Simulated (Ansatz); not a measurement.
Stretching the Si3–C2 bond in C2H6O3Si (SMILES C=C[Si](O)(O)O) (multiplicity 1 held, fragments rigid). Energies count from the point at 1.849 Å.
Geometry at that point (charge 0, multiplicity 1):
```xyz
12

C      2.1784    -0.7878     0.7767
C      1.4544    -0.3712    -0.2607
Si    -0.3241     0.1208    -0.1397
O     -0.9597    -0.3497     1.3063
O     -0.5798     1.7405    -0.2152
O     -1.0594    -0.5467    -1.4419
H      1.7534    -0.8727     1.7715
H      3.2251    -1.0574     0.6840
H      1.9414    -0.3039    -1.2306
H     -0.9381    -1.2854     1.5214
H     -0.5250     2.2363     0.6055
H     -1.9246    -0.2066    -1.6859
```

R- and RO- levels are restricted; in cc, def2 and unpolarised 6-31G sets they are followed outwards from rest. U- levels take the lowest unrestricted solution at each point, which mixes spins at long bonds. Levels need not reach the same state.

Cores are frozen in the correlated methods.

Codes used: Ansatz (Gaussian basis) for Hartree–Fock, density functionals and correlated methods. Values without a source in brackets are computed.

Energies in kcal/mol.

```json
[
 {"R (Å)": "1.479", "U-HF/cc-pV(D+d)Z": "64.7", "R-MP2/cc-pV(D+d)Z": "62.8", "U-MP2/cc-pV(D+d)Z": "62.8", "U-CCSD/cc-pV(D+d)Z": "63.8", "R-CCSD(T)/cc-pV(D+d)Z": "63.8"},
 {"R (Å)": "1.664", "U-HF/cc-pV(D+d)Z": "12.2", "R-MP2/cc-pV(D+d)Z": "11.7", "U-MP2/cc-pV(D+d)Z": "11.7", "U-CCSD/cc-pV(D+d)Z": "12.2", "R-CCSD(T)/cc-pV(D+d)Z": "12.2"},
 {"R (Å)": "1.849", "U-HF/cc-pV(D+d)Z": "0.0", "R-MP2/cc-pV(D+d)Z": "0.0", "U-MP2/cc-pV(D+d)Z": "0.0", "U-CCSD/cc-pV(D+d)Z": "0.0", "R-CCSD(T)/cc-pV(D+d)Z": "0.0"},
 {"R (Å)": "2.034", "U-HF/cc-pV(D+d)Z": "6.6", "R-MP2/cc-pV(D+d)Z": "6.1", "U-MP2/cc-pV(D+d)Z": "6.1", "U-CCSD/cc-pV(D+d)Z": "5.8", "R-CCSD(T)/cc-pV(D+d)Z": "5.6"},
 {"R (Å)": "2.219", "U-HF/cc-pV(D+d)Z": "21.4", "R-MP2/cc-pV(D+d)Z": "19.7", "U-MP2/cc-pV(D+d)Z": "19.7", "U-CCSD/cc-pV(D+d)Z": "19.2", "R-CCSD(T)/cc-pV(D+d)Z": "18.7"},
 {"R (Å)": "2.497", "U-HF/cc-pV(D+d)Z": "48.2", "R-MP2/cc-pV(D+d)Z": "43.9", "U-MP2/cc-pV(D+d)Z": "45.9", "U-CCSD/cc-pV(D+d)Z": "43.1", "R-CCSD(T)/cc-pV(D+d)Z": "41.8"},
 {"R (Å)": "2.774", "U-HF/cc-pV(D+d)Z": "69.2", "R-MP2/cc-pV(D+d)Z": "66.8", "U-MP2/cc-pV(D+d)Z": "84.7", "U-CCSD/cc-pV(D+d)Z": "67.2", "R-CCSD(T)/cc-pV(D+d)Z": "63.2"},
 {"R (Å)": "3.236", "U-HF/cc-pV(D+d)Z": "82.0", "R-MP2/cc-pV(D+d)Z": "97.1", "U-MP2/cc-pV(D+d)Z": "109.5", "U-CCSD/cc-pV(D+d)Z": "95.4", "R-CCSD(T)/cc-pV(D+d)Z": "89.3"},
 {"R (Å)": "3.699", "U-HF/cc-pV(D+d)Z": "85.4", "R-MP2/cc-pV(D+d)Z": "116.7", "U-MP2/cc-pV(D+d)Z": "116.3", "U-CCSD/cc-pV(D+d)Z": "105.2", "R-CCSD(T)/cc-pV(D+d)Z": "102.6"},
 {"R (Å)": "4.253", "U-HF/cc-pV(D+d)Z": "86.6", "R-MP2/cc-pV(D+d)Z": "128.2", "U-MP2/cc-pV(D+d)Z": "118.7", "U-CCSD/cc-pV(D+d)Z": "108.1", "R-CCSD(T)/cc-pV(D+d)Z": "105.6"},
 {"R (Å)": "4.993", "U-HF/cc-pV(D+d)Z": "87.0", "R-MP2/cc-pV(D+d)Z": "126.6", "U-MP2/cc-pV(D+d)Z": "119.6", "U-CCSD/cc-pV(D+d)Z": "109.0", "R-CCSD(T)/cc-pV(D+d)Z": "100.7"}
]
```

Doubts at one or more of the structures used: a spin-contaminated determinant (U-HF/cc-pV(D+d)Z, U-MP2/cc-pV(D+d)Z, U-CCSD/cc-pV(D+d)Z); a restricted determinant that unrestricted orbitals would lower (R-MP2/cc-pV(D+d)Z, R-CCSD(T)/cc-pV(D+d)Z); the program's own flag: large difference (U-CCSD/cc-pV(D+d)Z); other coupled-cluster roots lie near (R-CCSD(T)/cc-pV(D+d)Z).

Ansatz is an electronic-structure program.
